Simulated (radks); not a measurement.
Results of a calculation; reference values are marked as such.
Problem. Coherent X-ray form factor from a spherical all-electron density. Code: a radial shooting solver on a logarithmic mesh with Libxc functionals. Model: Dirac Kohn-Sham, relativistic LDA (MacDonald-Vosko exchange, VWN5 correlation), spin-unpolarised, spherical densities, finite nucleus; Fermi nuclear charge, rms radius of each element as measured or else 0.836 A^(1/3) + 0.57 fm.

sin(theta)/lambda (1/angstrom),f0 (electrons)
0.05,35.916
0.1,35.667
0.15,35.260
0.2,34.705
0.25,34.017
0.3,33.212
0.4,31.332
0.5,29.227
0.6,27.052
0.8,22.956
1,19.581
1.25,16.363
1.5,13.852
2,9.900

The species is in the configuration that NIST lists as its ground one. Which atom or ion scatters so?

Solution. The praseodymium ion Pr23+, [Kr]. Extrapolating in s^2 from the first two rows gives f0(0) = 36.0, near the electron count 36; among species with that count, the fall with angle is slower the higher Z, and the table is that of Z = 59; from so few rows the species is fixed only to a neighbour or two.
